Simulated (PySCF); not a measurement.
Molecule: SMILES Cc1ccccn1, C₆H₇N.

Structure with atom numbers: `[CH3:1][c:2]1[cH:3][cH:4][cH:5][cH:6][n:7]1`. Each H is labelled by its parent atom.

Spin–spin couplings on one PBE0-D3(BJ)/def2-SVP geometry, PySCF 2.14.0 with density-fitted response routines, gas phase, non-relativistic, equivalent pairs averaged (spin–dipole term only in couplings to heteroatoms); isotopes $^{13}$C, $^{1}$H; basis pcJ-1.

How do the couplings (Hz) change with the functional? Times are CPU seconds on shared hosts with different chips, so compare them loosely.

## Answers


```tsv
functional	functions	$^{1}J$(C6,H(C6))	$^{1}J$(C5,H(C5))	$^{1}J$(C4,H(C4))	$^{1}J$(C3,H(C3))	$^{1}J$(C1,H(C1))	$^{1}J$(C3,C4)	$^{1}J$(C4,C5)	core-s
LDA	259	145.7	133.6	130.9	130.4	101.4	43.5	42.6	23
PBE	259	171.2	156.4	153.9	152.9	121.9	54.1	53.1	32
KT2	259	184.9	167.1	164.1	163.0	128.2	43.8	43.0	33
B3LYP	259	185.5	170.6	167.1	167.1	133.8	61.0	59.9	46
PBE0	259	176.7	162.1	159.1	158.7	126.2	59.1	58.0	33
B97-2	259	169.3	154.9	152.2	151.7	120.4	58.0	56.9	83
BHandHLYP	259	199.0	183.6	179.7	180.1	144.3	71.9	70.5	95
CAM-B3LYP	259	183.3	168.6	164.9	165.1	131.4	60.2	59.0	120
``` Left out for a near triplet instability: HF/pcJ-1.
